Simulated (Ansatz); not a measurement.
One change: `C#N` becomes `N#[C][GaH2]`.

Ansatz, PBE0-D4/def2-TZVP geometries, multiplicity 1. 

Scalar relativity is left out up to krypton.

```csv
property,`C#N`
LUMO energy (PBE0/def2-TZVPP) / eV,0.30
zero-point energy (PBE0-D4/def2-TZVP) / kJ/mol,43.3
LUMO energy (B3LYP/def2-TZVPP) / eV,-0.03
size of the dipole moment (PBE/def2-TZVPP) / D,2.92
LUMO energy (ωB97M-V/def2-TZVPP) / eV,2.56
HOMO energy (B3LYP/def2-TZVPP) / eV,-10.17
```

Task: What does the change do to each property? (An estimate is asked.)

Result: Ansatz gave: 
```
                                      property  `N#[C][GaH2]`  shift
            LUMO energy (PBE0/def2-TZVPP) / eV          -2.69  -2.99
zero-point energy (PBE0-D4/def2-TZVP) / kJ/mol           55.0   11.7
           LUMO energy (B3LYP/def2-TZVPP) / eV          -2.98  -2.95
size of the dipole moment (PBE/def2-TZVPP) / D           3.62   0.70
         LUMO energy (ωB97M-V/def2-TZVPP) / eV          -0.91  -3.47
           HOMO energy (B3LYP/def2-TZVPP) / eV          -9.06   1.11
```

With PBE0 the HOMO rises by 1.16 eV and the LUMO falls by 2.99 eV, so the gap narrows by about 4.15 eV. PBE moves the HOMO by 1.04 eV and ωB97M-V by 1.31 eV. The zero-point energy changes by 11.7 kJ/mol with +5 modes. Dipoles are sizes alone; their direction can turn.

B3LYP here is the variant with VWN-RPA as its local correlation; programs differ in this.
